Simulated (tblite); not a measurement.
HC7O radical, C7HO (doublet state).
Cartesian coordinates in Å at the GFN2-xTB level; atoms count from 1:
```xyz
9
C7HO angstrom
C      3.8150    0.2377   -0.0998
C      2.5996    0.1780   -0.0696
C      1.2742    0.1125   -0.0369
C      0.0296    0.0497   -0.0042
C     -1.2625   -0.0147    0.0287
C     -2.5295   -0.0784    0.0622
C     -3.8034   -0.1410    0.0941
O     -4.9711   -0.1991    0.1250
H      4.8616    0.2885   -0.1247
```

Calculated harmonic vibrations of the isolated species, GFN2-xTB (tblite), most abundant isotopes, no scaling. Against measured fundamentals such values can be off by several per cent, at times by over 20. Open shells enter through the occupations alone, without spin polarisation, and single modes of such species can be off by tens of per cent. If a linear radical's state is orbitally degenerate (Π), vibronic coupling splits its bends, which this method leaves out.

How many normal modes are there?

9 atoms, linear: 3N − 5 = 22.

What is the point group of the computed structure, and how do the modes divide by symmetry?

C∞v. The vibrations span 8 σ+ + 7 π.

How many distinct wavenumbers does the calculation give?

15, with degenerate components joined.

How many fundamentals are allowed in the infrared by symmetry?

15 of 15, those that transform like x, y or z. All fundamentals are allowed in the Raman spectrum.

What zero-point energy do the modes add up to?

½Σν̃ = 9534 cm⁻¹ = 114.1 kJ/mol (22 modes); those above 1550 cm⁻¹ give 70.8 kJ/mol of it.

What thermal excitation has the softest real mode at 200 K?

60.4 cm⁻¹ is a vibrational temperature θ of 87 K. The population of v = 1 over v = 0 is exp(−θ/T) = 0.65, and the mean quantum number is 1.8, for each component of the degenerate mode taken as one oscillator.
